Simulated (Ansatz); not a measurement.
The first iterations of a band of F5HOW + H2 (10 atoms, charge 0, multiplicity 1).

Level of theory: RKS B3LYP-D4/def2-SVP (Ansatz).

| Property | Result |
| --- | --- |
| movable images | 5 |
| climbing image | yes |
| spring | 5.0 eV/Å² |
| optimiser | quadratic models (default) |
| start path | through a guess of the saddle point |
| force threshold | 0.03 eV/Å |
| iteration limit | 60 |
| end points | relaxed |

Image 0:

```xyz
10
Properties=species:S:1:pos:R:3
W -0.179 -0.373 -0.214
O 0.078 -0.355 1.604
H 0.298 -0.100 2.507
F 1.514 -1.084 -0.521
F 0.517 1.357 -0.334
F -1.899 0.319 -0.050
F -0.885 -2.091 -0.214
F -0.402 -0.293 -2.057
H 1.140 2.324 1.932
H 1.245 2.450 2.676
```

Image 6:

```xyz
10
Properties=species:S:1:pos:R:3
W 0.086 0.243 -0.170
O 0.522 0.053 2.093
H -0.034 -0.700 2.367
F 1.760 -0.565 -0.095
F -0.136 1.707 -1.323
F -1.372 1.063 0.681
F -0.723 -1.335 0.533
F 0.001 -0.604 -1.835
H 1.077 1.471 0.455
H 0.249 0.819 2.622
```

| iteration | highest image above the first end (eV) | largest band force component (eV/Å) |
| --- | --- | --- |
| 1 | 5.215 | 24.962 |
| 2 | 2.487 | 3.558 |
| 3 | 2.040 | 3.909 |
| 4 | 1.892 | 1.246 |
| 5 | 1.898 | 3.865 |
| 6 | 1.483 | 1.276 |
| 7 | 1.166 | 0.618 |
| 8 | 1.465 | 1.179 |
| 9 | 1.365 | 2.645 |
| 10 | 1.328 | 0.697 |
| 11 | 1.373 | 0.820 |

**Question.** Does the band converge within its limit, and where does its top end?

**Answer.** It converged. It ended after 35 iterations with the highest image 1.774 eV above the first end. The profile has 2 maxima (images 3, 5) with wells between them (image 4): this band takes more than one step, which may be the mechanism or a detour left from its start path. Neighbouring images differ by up to 1.7 eV, so the band resolves the path poorly. A vibrational analysis at the climbing image gives one clearly imaginary mode, 1167i cm⁻¹: a first-order saddle point. The orbitals stay closed-shell, which can raise the energy where a bond breaks towards radicals; this wasn't checked here.

The run took 4.7 min on 4 threads of Intel(R) Xeon(R) 6975P-C (Granite Rapids), on a shared host, peak memory 0.4 GiB.
